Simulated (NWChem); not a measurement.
System: CH₆OTi; SMILES C[O][TiH3]

```xyz
9

Ti     0.0001     0.0001    -0.9841
O      0.0002     0.0004     0.7327
C      0.0000     0.0000     2.1229
H      0.9949    -0.2829     2.5024
H     -0.2527     1.0029     2.5025
H     -0.7424    -0.7203     2.5020
H     -1.5575     0.4641    -1.4785
H      0.3768    -1.5810    -1.4782
H      1.1808     1.1167    -1.4789
```
Atoms are numbered in this order, from 1.

All runs use the structure optimised with PBE0/def2-SVP.

### Question
List the 4 lowest vertical singlet excitations from Hartree-Fock/6-31G* (spherical d), CIS (NWChem).

### Answer
```json
[
 {"state": "S1", "energy (eV)": "4.31", "oscillator strength": "0.000", "leading excitation (squared amplitude)": "HOMO−1 → LUMO+2 (0.24)"},
 {"state": "S2", "energy (eV)": "4.66", "oscillator strength": "0.004", "leading excitation (squared amplitude)": "HOMO−1 → LUMO+4 (0.12)"},
 {"state": "S3", "energy (eV)": "4.66", "oscillator strength": "0.004", "leading excitation (squared amplitude)": "HOMO−1 → LUMO+5 (0.12)"},
 {"state": "S4", "energy (eV)": "5.39", "oscillator strength": "0.020", "leading excitation (squared amplitude)": "HOMO → LUMO+4 (0.41)"}
]
```
